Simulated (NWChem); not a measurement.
System: C2H3BF2O; SMILES C=COB(F)F

Parts of the log:

```
             Northwest Computational Chemistry Package (NWChem) 7.3.0
             --------------------------------------------------------

                             Geometry "geometry" -> ""
                             -------------------------

 Output coordinates in angstroms (scale by  1.889725989 to convert to a.u.)

  No.       Tag          Charge          X              Y              Z
 ---- ---------------- ---------- -------------- -------------- --------------
    1 C                    6.0000     0.51984200    -2.12522200    -0.12288900
    2 C                    6.0000    -0.64162900    -1.49918800     0.12342100
    3 O                    8.0000    -0.88012400    -0.14484500     0.17286400
    4 B                    5.0000    -0.01044800     0.88490700    -0.01366200
    5 F                    9.0000    -0.48573400     2.12142900     0.08658100
    6 F                    9.0000     1.28588100     0.72546700    -0.29009900
    7 H                    1.0000     1.45992400    -1.59517400    -0.32330800
    8 H                    1.0000     0.52565900    -3.22402000    -0.12317000
    9 H                    1.0000    -1.57368400    -2.05216200     0.32205800

 Effective nuclear repulsion energy (a.u.)     219.4944602896

                              NWChem Property Module
                              ----------------------

                                 NWChem DFT Module
                                 -----------------

 Summary of "ao basis" -> "ao basis" (spherical)
 ------------------------------------------------------------------------------
       Tag                 Description            Shells   Functions and Types
 ---------------- ------------------------------  ------  ---------------------
 C                          6-31+g*                  8       18   4s3p1d
 O                          6-31+g*                  8       18   4s3p1d
 B                          6-31+g*                  8       18   4s3p1d
 F                          6-31+g*                  8       18   4s3p1d
 H                          6-31+g*                  2        2   2s

            General Information
            -------------------
          SCF calculation type: DFT
          Wavefunction type:  closed shell.
          No. of atoms     :     9
          No. of electrons :    46
           Alpha electrons :    23
            Beta electrons :    23
          Charge           :     0
          Spin multiplicity:     1
          Use of symmetry is: off; symmetry adaption is: off
          Maximum number of iterations: 150
          AO basis - number of functions:   114
                     number of shells:    54
          Convergence on energy requested:  1.00D-06
          Convergence on density requested:  1.00D-05
          Convergence on gradient requested:  5.00D-04

              XC Information
              --------------
                         PBE0 Method XC Functional
                     Hartree-Fock (Exact) Exchange  0.250
          PerdewBurkeErnzerhof Exchange Functional  0.750
            Perdew 1991 LDA Correlation Functional  1.000 local
           PerdewBurkeErnz. Correlation Functional  1.000 non-local

             Grid Information
             ----------------
          Grid used for XC integration:  medium
          Radial quadrature: Mura-Knowles
          Angular quadrature: Lebedev.
          Tag              B.-S. Rad. Rad. Pts. Rad. Cut. Ang. Pts.
          ---              ---------- --------- --------- ---------
          C                   0.70       49          13.0       434
          O                   0.60       49          11.0       434
          B                   0.85       49          13.0       434
          F                   0.50       49          14.0       434
          H                   0.35       45          13.0       434
          Grid pruning is: on
          Number of quadrature shells:   429
          Spatial weights used:  Erf1

      Superposition of Atomic Density Guess
      -------------------------------------

 Sum of atomic energies:        -374.86483227

      Non-variational initial energy
      ------------------------------

 Total energy =    -377.241958
 1-e energy   =    -951.701178
 2-e energy   =     354.964760
 HOMO         =      -0.291968
 LUMO         =       0.025221

   convergence    iter        energy       DeltaE   RMS-Dens  Diis-err
 ---------------- ----- ----------------- --------- --------- ---------
 d= 0,ls=0.0,diis     1   -377.4143498141 -5.97D+02  1.17D-02  1.02D+00
 d= 0,ls=0.0,diis     2   -377.4132351416  1.11D-03  5.59D-03  1.32D+00
 d= 0,ls=0.0,diis     3   -377.5261755590 -1.13D-01  1.29D-03  3.21D-02
 d= 0,ls=0.0,diis     4   -377.5281517137 -1.98D-03  6.41D-04  1.06D-02
 d= 0,ls=0.0,diis     5   -377.5292536870 -1.10D-03  1.62D-04  8.90D-04
  Resetting Diis
 d= 0,ls=0.0,diis     6   -377.5293501082 -9.64D-05  3.11D-05  1.05D-05
 d= 0,ls=0.0,diis     7   -377.5293514041 -1.30D-06  1.01D-05  1.00D-06
 d= 0,ls=0.0,diis     8   -377.5293513306  7.34D-08  5.81D-06  1.99D-06

         Total DFT energy =     -377.529351330639
      One electron energy =     -955.152857620088
           Coulomb energy =      403.303461712731
    Exchange-Corr. energy =      -45.174415712916
 Nuclear repulsion energy =      219.494460289633

 Numeric. integr. density =       45.999996759589

                       DFT Final Molecular Orbital Analysis
                       ------------------------------------

 Vector   21  Occ=2.000000D+00  E=-4.152424D-01
              MO Center=  2.6D-01, -1.7D+00, -6.8D-02, r^2= 3.0D+00
   Bfn.  Coefficient  Atom+Function         Bfn.  Coefficient  Atom+Function
  ----- ------------  ---------------      ----- ------------  ---------------
     4      0.339597  1 C  py               111     -0.225013  8 H  s
   109      0.206675  7 H  s                 39     -0.194574  3 O  px
    40      0.194192  3 O  py                 8      0.169394  1 C  py
   112     -0.168795  8 H  s                  3      0.163496  1 C  px
   110      0.145020  7 H  s                 22     -0.129470  2 C  py

 Vector   22  Occ=2.000000D+00  E=-3.828431D-01
              MO Center= -5.6D-01, -7.0D-01,  1.1D-01, r^2= 2.4D+00
   Bfn.  Coefficient  Atom+Function         Bfn.  Coefficient  Atom+Function
  ----- ------------  ---------------      ----- ------------  ---------------
    39      0.457082  3 O  px                43      0.284659  3 O  px
    21     -0.255175  2 C  px                 3      0.225181  1 C  px
    94      0.185653  6 F  py                42     -0.182686  3 O  s
   113      0.171940  9 H  s                114      0.166236  9 H  s
    98      0.126713  6 F  py                 7      0.121984  1 C  px

 Vector   23  Occ=2.000000D+00  E=-2.806000D-01
              MO Center= -7.6D-02, -1.5D+00,  3.2D-03, r^2= 2.1D+00
   Bfn.  Coefficient  Atom+Function         Bfn.  Coefficient  Atom+Function
  ----- ------------  ---------------      ----- ------------  ---------------
     5      0.393429  1 C  pz                23      0.336314  2 C  pz
     9      0.272065  1 C  pz                41     -0.271389  3 O  pz
    27      0.223477  2 C  pz                45     -0.206999  3 O  pz
    59     -0.099472  4 B  pz                 3      0.083644  1 C  px
    21      0.071487  2 C  px                77      0.069928  5 F  pz

 Vector   24  Occ=0.000000D+00  E=-1.438829D-02
              MO Center=  1.0D-01, -1.2D+00, -3.5D-02, r^2= 4.5D+00
   Bfn.  Coefficient  Atom+Function         Bfn.  Coefficient  Atom+Function
  ----- ------------  ---------------      ----- ------------  ---------------
    13      0.585121  1 C  pz                31     -0.562429  2 C  pz
    27     -0.437571  2 C  pz                 9      0.388447  1 C  pz
    23     -0.377667  2 C  pz                 5      0.305113  1 C  pz
    59      0.294218  4 B  pz                63      0.271195  4 B  pz
    67      0.215574  4 B  pz                95     -0.132855  6 F  pz

 Vector   25  Occ=0.000000D+00  E= 3.307565D-03
              MO Center= -4.8D-02,  1.3D-01, -5.1D-03, r^2= 1.2D+01
   Bfn.  Coefficient  Atom+Function         Bfn.  Coefficient  Atom+Function
  ----- ------------  ---------------      ----- ------------  ---------------
    64      1.948392  4 B  s                 28     -0.640358  2 C  s
    82     -0.457991  5 F  s                 60      0.431627  4 B  s
    66     -0.377371  4 B  py                29     -0.313520  2 C  px
    30     -0.301415  2 C  py                42     -0.234180  3 O  s
   100     -0.224608  6 F  s                 12     -0.214121  1 C  py

 Vector   26  Occ=0.000000D+00  E= 2.725010D-02
              MO Center= -7.9D-01, -1.3D+00,  1.6D-01, r^2= 1.5D+01
   Bfn.  Coefficient  Atom+Function         Bfn.  Coefficient  Atom+Function
  ----- ------------  ---------------      ----- ------------  ---------------
    28      3.785156  2 C  s                 10     -3.208628  1 C  s
    29      1.490906  2 C  px                66      0.886861  4 B  py
    46     -0.792934  3 O  s                 60      0.726718  4 B  s
    11      0.600692  1 C  px                47     -0.402498  3 O  px
    30      0.396298  2 C  py               100     -0.380465  6 F  s

     Multipole analysis of the density
     ---------------------------------

[...]

 DFT Linear Response polarizability / au
 Frequency  =       0.0428000 / au
 Wavelength =    1064.5643224 / nm
              X              Y              Z
 -----------------------------------------------
 X      42.8844746     -5.5815502     -3.2975329
 Y      -5.5816789     50.4844216      1.1621208
 Z      -3.2975314      1.1620880     28.0602628
 -----------------------------------------------
 Eigenvalues =      40.3709906     53.6983480     27.3598204
 Isotropic   =      40.4763863
 Anisotropic =      22.8103819
 -----------------------------------------------

 Magnetic Dipole Response Matrix (nonzero elements):
```

Level: PBE0/6-31+G* (spherical d). Geometry: optimised at PBE-D3(BJ)/def2-SVP.

Task: Write an input that gives this output.

Result: Several could match; the one computed here: the input that was run:
```
start job
memory heap 200 mb stack 900 mb global 1100 mb
geometry units angstroms noautosym nocenter noautoz
  C      0.519842    -2.125222    -0.122889
  C     -0.641629    -1.499188     0.123421
  O     -0.880124    -0.144845     0.172864
  B     -0.010448     0.884907    -0.013662
  F     -0.485734     2.121429     0.086581
  F      1.285881     0.725467    -0.290099
  H      1.459924    -1.595174    -0.323308
  H      0.525659    -3.224020    -0.123170
  H     -1.573684    -2.052162     0.322058
end
basis spherical
  C library 6-31+g*
  O library 6-31+g*
  B library 6-31+g*
  F library 6-31+g*
  H library 6-31+g*
end
dft
  xc pbe0
  iterations 150
end
property
  response 1 0.0428
end
task dft property
```
